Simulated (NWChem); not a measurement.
Program: NWChem. System: AgF, charge 0, spin multiplicity 1, at a geometry optimised with PBE0/def2-SVP with def2 effective core potentials on Ag. The structure started from a generated list of species. Level: RHF/def2-TZVP with def2 effective core potentials on Ag.

Job file:

```
start mol
memory heap 200 mb stack 900 mb global 1100 mb
geometry units angstroms nocenter noautoz
  Ag     0.000000     0.000000    -0.317217
  F      0.000000     0.000000     1.656577
  symmetry group C2v
end
basis spherical
  * library def2-tzvp
end
ecp
  Ag library def2-ecp
end
scf
  rhf
  nopen 0
  maxiter 100
  thresh 1e-7
  semidirect memsize 60000000 filesize 0
end
task scf energy
```

Part of the output:

```
             Northwest Computational Chemistry Package (NWChem) 7.3.0
             --------------------------------------------------------

                                NWChem Input Module
                                -------------------

 Scaling coordinates for geometry "geometry" by  1.889725989
 (inverse scale =  0.529177249)

 Turning off AUTOSYM since
 SYMMETRY directive was detected!

                             Geometry "geometry" -> ""
                             -------------------------

 Output coordinates in angstroms (scale by  1.889725989 to convert to a.u.)

  No.       Tag          Charge          X              Y              Z
 ---- ---------------- ---------- -------------- -------------- --------------
    1 Ag                  47.0000     0.00000000     0.00000000    -0.31721700
    2 F                    9.0000     0.00000000     0.00000000     1.65657700

 Effective nuclear repulsion energy (a.u.)     113.4069595545

            Nuclear Dipole moment (a.u.)
            ----------------------------
        X                 Y               Z
 ---------------- ---------------- ----------------
     0.0000000000     0.0000000000    -0.0000113384

      Symmetry information
      --------------------

 Group name             C2v
 Group number             16
 Group order               4
 No. of unique centers     2

      Symmetry unique atoms

     1    2


 Summary of "ao basis" -> "" (spherical)
 ------------------------------------------------------------------------------
       Tag                 Description            Shells   Functions and Types
 ---------------- ------------------------------  ------  ---------------------
 *                         def2-tzvp                  on all atoms

 Summary of "ao basis" -> "ao basis" (spherical)
 ------------------------------------------------------------------------------
       Tag                 Description            Shells   Functions and Types
 ---------------- ------------------------------  ------  ---------------------
 Ag                        def2-tzvp                14       40   6s4p3d1f
 F                         def2-tzvp                11       31   5s3p2d1f

                                 NWChem SCF Module
                                 -----------------

  ao basis        = "ao basis"
  functions       =    71
  atoms           =     2
  closed shells   =    14
  open shells     =     0
  charge          =   0.00
  wavefunction    = RHF
  use symmetry    = T
  symmetry adapt  = T

 Summary of "ao basis" -> "ao basis" (spherical)
 ------------------------------------------------------------------------------
       Tag                 Description            Shells   Functions and Types
 ---------------- ------------------------------  ------  ---------------------
 Ag                        def2-tzvp                14       40   6s4p3d1f
 F                         def2-tzvp                11       31   5s3p2d1f

      Symmetry analysis of basis
      --------------------------

        a1         32
        a2          7
        b1         16
        b2         16

 Forming initial guess at       0.0s

      Superposition of Atomic Density Guess
      -------------------------------------

 Sum of atomic energies:        -267.15111575

      Non-variational initial energy
      ------------------------------

 Total energy =    -244.989260
 1-e energy   =    -489.381924
 2-e energy   =     198.547298
 HOMO         =      -0.523094
 LUMO         =      -0.215820

      Symmetry analysis of molecular orbitals - initial
      -------------------------------------------------

 !! scf_movecs_sym_adapt:   46 vectors were symmetry contaminated

  Symmetry fudging

 !! scf_movecs_sym_adapt:   38 vectors were symmetry contaminated

  Numbering of irreducible representations:

     1 a1          2 a2          3 b1          4 b2

  Orbital symmetries:

     1 a1          2 a1          3 a1          4 b1          5 b2
     6 a1          7 a1          8 b2          9 b1         10 a2
    11 a1         12 b2         13 b1         14 a1         15 a1
    16 b1         17 b2         18 a1         19 a1         20 b2
    21 b1         22 a1         23 a2         24 a1

 Starting SCF solution at       0.3s

 ----------------------------------------------
         Quadratically convergent ROHF

 Convergence threshold     :          1.000E-07
 Maximum no. of iterations :          100
 Final Fock-matrix accuracy:          1.000E-09
 ----------------------------------------------

              iter       energy          gnorm     gmax       time
             ----- ------------------- --------- --------- --------
                 1     -245.5085141908  1.38D+00  2.95D-01      0.3
                 2     -245.5837424308  2.05D-01  6.22D-02      0.3
                 3     -245.5876994260  2.03D-02  8.94D-03      0.3
                 4     -245.5877891427  4.11D-04  1.35D-04      0.4
                 5     -245.5877891625  8.79D-08  2.78D-08      0.4

       Final RHF  results
       ------------------

         Total SCF energy =   -245.587789162511
      One-electron energy =   -493.972514212174
      Two-electron energy =    202.539358421256
 Nuclear repulsion energy =     45.845366628406

        Time for solution =      0.1s

       Symmetry analysis of molecular orbitals - final
       -----------------------------------------------

  Numbering of irreducible representations:

     1 a1          2 a2          3 b1          4 b2

  Orbital symmetries:

     1 a1          2 a1          3 b1          4 b2          5 a1
     6 a1          7 a1          8 b2          9 b1         10 a2
    11 a1         12 b2         13 b1         14 a1         15 a1
    16 b2         17 b1         18 a1         19 a1         20 b2
    21 b1         22 a1         23 a2         24 a1

             Final eigenvalues
             -----------------

              1
    1  -26.1129
    2   -4.3639
    3   -2.8197
    4   -2.8197
    5   -2.8186
    6   -1.3760
    7   -0.5807
    8   -0.5608
    9   -0.5608
   10   -0.5461
   11   -0.5461
   12   -0.4564
   13   -0.4564
   14   -0.4289
   15   -0.0166
   16    0.0679
   17    0.0679
   18    0.1233
   19    0.1980
   20    0.3106
   21    0.3106
   22    0.4132
   23    0.5302
   24    0.5302

                       ROHF Final Molecular Orbital Analysis
                       -------------------------------------

 Vector   12  Occ=2.000000D+00  E=-4.563760D-01  Symmetry=b2
              MO Center=  2.9D-31,  1.8D-16,  1.3D+00, r^2= 1.2D+00
   Bfn.  Coefficient  Atom+Function         Bfn.  Coefficient  Atom+Function
  ----- ------------  ---------------      ----- ------------  ---------------
    47      0.440936  2 F  py                50      0.377034  2 F  py
    53      0.299318  2 F  py                20     -0.295583  1 Ag d -1
    25     -0.170752  1 Ag d -1

 Vector   13  Occ=2.000000D+00  E=-4.563760D-01  Symmetry=b1
              MO Center= -6.3D-17, -1.5D-31,  1.3D+00, r^2= 1.2D+00
   Bfn.  Coefficient  Atom+Function         Bfn.  Coefficient  Atom+Function
  ----- ------------  ---------------      ----- ------------  ---------------
    46      0.440936  2 F  px                49      0.377034  2 F  px
    52      0.299318  2 F  px                22      0.295583  1 Ag d  1
    27      0.170752  1 Ag d  1

 Vector   14  Occ=2.000000D+00  E=-4.289198D-01  Symmetry=a1
              MO Center= -1.3D-16,  7.2D-17,  8.5D-01, r^2= 1.7D+00
   Bfn.  Coefficient  Atom+Function         Bfn.  Coefficient  Atom+Function
  ----- ------------  ---------------      ----- ------------  ---------------
    21      0.392920  1 Ag d  0              48      0.367459  2 F  pz
    51      0.327882  2 F  pz                54      0.270724  2 F  pz
     5     -0.222633  1 Ag s                 26      0.214971  1 Ag d  0
     3      0.161450  1 Ag s

 Vector   15  Occ=0.000000D+00  E=-1.661986D-02  Symmetry=a1
              MO Center= -3.3D-15,  2.7D-15, -1.4D+00, r^2= 4.8D+00
   Bfn.  Coefficient  Atom+Function         Bfn.  Coefficient  Atom+Function
  ----- ------------  ---------------      ----- ------------  ---------------
     6      0.878064  1 Ag s                 18     -0.388800  1 Ag pz
     3     -0.199490  1 Ag s

 Vector   16  Occ=0.000000D+00  E= 6.793507D-02  Symmetry=b2
              MO Center= -3.8D-30, -4.6D-15, -4.1D-01, r^2= 8.9D+00
   Bfn.  Coefficient  Atom+Function         Bfn.  Coefficient  Atom+Function
  ----- ------------  ---------------      ----- ------------  ---------------
    17      1.051790  1 Ag py

 Vector   17  Occ=0.000000D+00  E= 6.793507D-02  Symmetry=b1
              MO Center=  2.9D-15,  2.4D-30, -4.1D-01, r^2= 8.9D+00
   Bfn.  Coefficient  Atom+Function         Bfn.  Coefficient  Atom+Function
  ----- ------------  ---------------      ----- ------------  ---------------
    16      1.051790  1 Ag px

 center of mass
 --------------
 x =   0.00000000 y =   0.00000000 z =  -0.03661974

 moments of inertia (a.u.)
 ------------------
         224.428993828606           0.000000000000           0.000000000000
           0.000000000000         224.428993828606           0.000000000000
           0.000000000000           0.000000000000           0.000000000000

  Mulliken analysis of the total density
  --------------------------------------

    Atom       Charge   Shell Charges
 -----------   ------   -------------------------------------------------------
    1 Ag  19    18.23   0.03 -0.40  1.57  0.79  0.16 -0.00  5.20  0.80  0.08  0.02  5.92  3.27  0.79  0.00
    2 F    9     9.77   0.77  1.20  0.60  0.97  0.44  2.23  2.24  1.31  0.00  0.00  0.00

       Multipole analysis of the density wrt the origin
       ------------------------------------------------

     L   x y z        total         open         nuclear
     -   - - -        -----         ----         -------
     0   0 0 0     -0.000000      0.000000     28.000000

     1   1 0 0      0.000000      0.000000      0.000000
     1   0 1 0     -0.000000      0.000000      0.000000
     1   0 0 1     -2.770515      0.000000     16.784679

     2   2 0 0    -16.078832      0.000000      0.000000
     2   1 1 0      0.000000      0.000000      0.000000
     2   1 0 1     -0.000000      0.000000      0.000000
     2   0 2 0    -16.078832      0.000000      0.000000
     2   0 1 1     -0.000000      0.000000      0.000000
     2   0 0 2    -22.374564      0.000000     95.026493

 Task  times  cpu:        0.4s     wall:        0.4s

 Total times  cpu:        0.4s     wall:        0.4s
```
